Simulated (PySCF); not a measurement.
CH7AlO2Si. Atoms are numbered in the order given.

```xyz
12

Al     0.2465    -0.1074     0.2024
O      1.5100    -0.7008     1.1812
H      2.0834    -1.4589     1.0415
O     -0.2036    -0.8341    -1.2636
C      0.0927    -1.8891    -2.1252
H      0.3730    -1.5107    -3.1254
H      0.9278    -2.5207    -1.7627
H     -0.7869    -2.5458    -2.2566
Si    -0.9428     1.8660     0.9621
H     -1.5420     1.6450     2.3148
H     -2.0468     2.2386     0.0266
H     -0.0201     3.0384     1.0716
```

The structure is a stationary point at B3LYP-D3(BJ)/def2-SVP. One conformer was computed; it need not be the lowest.

Computed with PBE/def2-TZVP (PySCF).

The molecule is in vacuum.

* **total energy**: -724.37030 hartree
* **highest occupied level**: -6.63 eV
* **lowest empty level**: -1.51 eV
* **orbital gap**: 5.12 eV
* **dipole moment**: 2.11 D
* **quadrupole, principal values (traceless, Buckingham form, about the centre of nuclear charge)**: -5.66, 1.30, 4.36 D·Å
* **mean static polarisability**: 79.5 bohr³ (11.78 Å³)
* **polarisability, principal values**: 64.9, 74.3, 99.1 bohr³
